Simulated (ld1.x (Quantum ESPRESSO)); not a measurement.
Logarithmic derivatives: P, TM

phosphorus (P), norm-conserving Troullier–Martins (Kleinman–Bylander form), made with ld1.x (Quantum ESPRESSO) 7.5 (LDA (PZ), scalar-relativistic). Core [Ne], reference 3s2 3p3. Waves: 3s (bound): rc 1.45 bohr; 3p (bound): rc 1.60 bohr; 3d channel at 0.35 Ry: rc 1.70 bohr. Local part: all-electron potential smoothed inside 1.20 bohr (lloc = -2). Core correction: none.

The phase is arctan(r·u′/u) with u = r·R(r), unwrapped; energies in Ry, scanned from -3 to 5 Ry. A pole is an energy at which the radial function vanishes at the test radius. The pseudo phase is shifted by a multiple of π to meet the all-electron one at the reference energy, and phase errors are pseudo minus all-electron; the curves can meet again beyond the range given. Levels narrower than the energy grid can be missing from the lists of poles.

Q: For each channel, where are the poles, and over which energies does the pseudopotential scatter like the atom?

A:

| channel | radius (bohr) | reference energy (Ry) | poles, all-electron | poles, pseudo | unbroken range about the reference energy with phases within 0.05 rad | phase error 1 Ry above the reference energy (rad) |
| --- | --- | --- | --- | --- | --- | --- |
| s | 1.84 | -1.03 | 2.11 | 1.78 | below 2.6 | -0.006 |
| p | 1.84 | -0.41 | 3.15 | 2.88 | below 4.4 | -0.007 |
| d | 1.84 | 0.35 | 3.89 | 3.96 | the whole range | +0.003 |

Phases in the p channel:

| E (Ry) | all-electron | pseudo |
| --- | --- | --- |
| -3.00 | 1.173 | 1.169 |
| -2.52 | 1.116 | 1.113 |
| -2.04 | 1.034 | 1.031 |
| -1.56 | 0.903 | 0.900 |
| -1.08 | 0.673 | 0.670 |
| -0.60 | 0.237 | 0.237 |
| -0.12 | -0.406 | -0.407 |
| 0.36 | -0.907 | -0.912 |
| 0.84 | -1.177 | -1.185 |
| 1.32 | -1.328 | -1.339 |
| 1.80 | -1.423 | -1.436 |
| 2.28 | -1.488 | -1.505 |
| 2.76 | -1.538 | -1.558 |
| 3.24 | -1.578 | -1.604 |
| 3.72 | -1.612 | -1.646 |
| 4.20 | -1.644 | -1.688 |
| 4.68 | -1.675 | -1.735 |
